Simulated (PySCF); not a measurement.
**Optical rotation: `CC#C[Si@H]1P[Si@@H](F)P1`, C3H7FP2Si2**

Geometry:
```
atom   x (Å)   y (Å)   z (Å)
  C1   3.679   0.783   0.244
  C2   2.367   0.228   0.017
  C3   1.274  -0.242  -0.181
 Si4  -0.418  -0.904  -0.460
  P5  -1.599  -0.956   1.499
 Si6  -2.993   0.402   0.355
  F7  -3.128   1.811   1.126
  P8  -1.721   0.671  -1.489
  H9   3.901   0.785   1.311
 H10   3.717   1.807  -0.128
 H11   4.429   0.187  -0.275
 H12  -0.398  -2.193  -1.164
 H13  -2.298  -2.115   1.202
 H14  -4.372  -0.028   0.180
 H15  -2.442  -0.228  -2.258
```

Method: PySCF 2.14.0, TDDFT PBE0/def2-SVPD circular dichroism and optical rotation, one conformer, gas phase. Geometry: GFN2-xTB.

Task: Give the optical rotatory dispersion at 633, 589.3, 546, 436, 405, 365, 355 nm.

Result: [α] in deg dm⁻¹ (g/mL)⁻¹:
```csv
λ (nm),origin-invariant length gauge,modified velocity gauge,length gauge (centre of mass),isotropic polarisability (au)
633,+6.0,+6.5,+5.9,147.3
589.3,+7.2,+7.8,+7.1,148.2
546,+8.9,+9.6,+8.7,149.4
436,+16.9,+18.4,+16.7,154.3
405,+21.4,+23.3,+21.0,156.7
365,+30.0,+33.1,+29.6,160.9
355,+32.9,+36.4,+32.5,162.3
```

Task: And for the mirror image at 589.3 nm?

Result: -7.2 deg dm⁻¹ (g/mL)⁻¹ (origin-invariant length gauge): the same size and the opposite sign.

Task: What is the molar rotation [Φ] = [α]·M/100 of the geometry above at 589.3 nm?

Result: With M = 180.21 g/mol, +13.1 deg cm² dmol⁻¹ (origin-invariant length gauge).

The first excitation lies at 4.50 eV (276 nm) with R = -0.3 × 10⁻⁴⁰ esu² cm² (velocity form).
